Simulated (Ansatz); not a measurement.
`C[O][Sn][F]` and `[OH][Sn][F]` differ in one atom or group.

Ansatz, PBE0-D4/def2-TZVP geometries, multiplicity 1. Each molecule was computed in one conformer, which needn't be the lowest.

Elements past krypton have def2 core potentials.

```csv
property,`C[O][Sn][F]`
size of the dipole moment (PBE/def2-TZVPP) / D,1.62
HOMO–LUMO gap (PBE0/def2-TZVPP) / eV,5.56
LUMO energy (PBE/def2-TZVPP) / eV,-2.92
HOMO–LUMO gap (PBE/def2-TZVPP) / eV,3.57
LUMO energy (ωB97M-V/def2-TZVPP) / eV,-0.55
HOMO energy (B3LYP/def2-TZVPP) / eV,-7.64
```

Q: Give the same properties after the change, and the shifts. (Estimate.)

A: Computed: 
```json
{"property": "size of the dipole moment (PBE/def2-TZVPP) / D", "`[OH][Sn][F]`": "3.91", "shift": "2.29"}
{"property": "HOMO–LUMO gap (PBE0/def2-TZVPP) / eV", "`[OH][Sn][F]`": "5.52", "shift": "-0.04"}
{"property": "LUMO energy (PBE/def2-TZVPP) / eV", "`[OH][Sn][F]`": "-2.98", "shift": "-0.06"}
{"property": "HOMO–LUMO gap (PBE/def2-TZVPP) / eV", "`[OH][Sn][F]`": "3.64", "shift": "0.07"}
{"property": "LUMO energy (ωB97M-V/def2-TZVPP) / eV", "`[OH][Sn][F]`": "-0.57", "shift": "-0.02"}
{"property": "HOMO energy (B3LYP/def2-TZVPP) / eV", "`[OH][Sn][F]`": "-7.69", "shift": "-0.05"}
```

The zero-point energy changes by -74.8 kJ/mol with -9 modes. Dipoles are sizes alone; their direction can turn.

B3LYP here is the variant with VWN-RPA as its local correlation; programs differ in this.
